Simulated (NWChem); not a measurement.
System: C$_{3}$H$_{4}$S; SMILES C#CCS

Input file for NWChem:

```
start job
memory heap 200 mb stack 900 mb global 1100 mb
geometry units angstroms noautosym nocenter noautoz
  C      0.482500     2.313410     0.000000
  C     -0.129953     1.273360     0.000000
  C     -0.851409     0.010413     0.000000
  S      0.356123    -1.406435     0.000000
  H      1.016726     3.235916     0.000000
  H     -1.487910    -0.066951    -0.887491
  H     -1.487910    -0.066951     0.887491
  H     -0.583760    -2.378414     0.000000
end
basis spherical
  C library 6-311g**
  S library 6-311g**
  H library 6-311g**
end
dft
  xc b3lyp
  iterations 150
end
property
  shielding 7 1 2 3 4 5 6 8
  efieldgrad
end
task dft property
```

All runs use the structure optimised with B3LYP/6-31G* (spherical d). B3LYP is NWChem's, with the RPA form of VWN correlation.

GIAO values for the isolated, static molecule; σ is the absolute isotropic shielding, δ = σ(reference) − σ with the isolated reference molecule computed at the same levels (13C: tetramethylsilane, 1H: tetramethylsilane).

Atoms are numbered as in the input.

Give the results of this calculation. (B3LYP/6-311G** (spherical d), GIAO.) Quantities: δ C1 (ppm); δ C2 (ppm); δ C3 (ppm); σ S4 (ppm); δ H5 (ppm); δ H6 (ppm); δ H8 (ppm).


- δ C1 (ppm) = 75.4
- δ C2 (ppm) = 80.9
- δ C3 (ppm) = 20.9
- σ S4 (ppm) = 544.9
- δ H5 (ppm) = 1.79
- δ H6 (ppm) = 3.37
- δ H8 (ppm) = 2.08
